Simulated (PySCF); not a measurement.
B3LYP has the VWN-RPA correlation part, as in Gaussian. 

## C3H4O, SMILES `O=C1CC1` (charge 0, multiplicity 1)

Level of theory: B3LYP-D3(BJ)/def2-TZVP (PySCF).

The HOMO is -6.78 eV and the dipole moment is 2.94 D. The HOMO–LUMO gap is 5.57 eV, the LUMO is -1.21 eV and the total energy is -191.9695 Ha. The cost is around 26 core-seconds (rough).

Bond lengths (Å): O1–C2 1.194, C2–C3 1.465, C2–C4 1.465, C3–C4 1.570, C3–H5 1.084, C3–H6 1.084, C4–H7 1.084, C4–H8 1.084. Bond angles (°): O1–C2–C3 147.6, O1–C2–C4 147.6, C3–C2–C4 64.8, C2–C3–C4 57.6, C2–C3–H5 118.8, C2–C3–H6 118.8, C4–C3–H5 117.6, C4–C3–H6 117.6, H5–C3–H6 114.7, C2–C4–C3 57.6, C2–C4–H7 118.8, C2–C4–H8 118.8, C3–C4–H7 117.6, C3–C4–H8 117.6, H7–C4–H8 114.7.
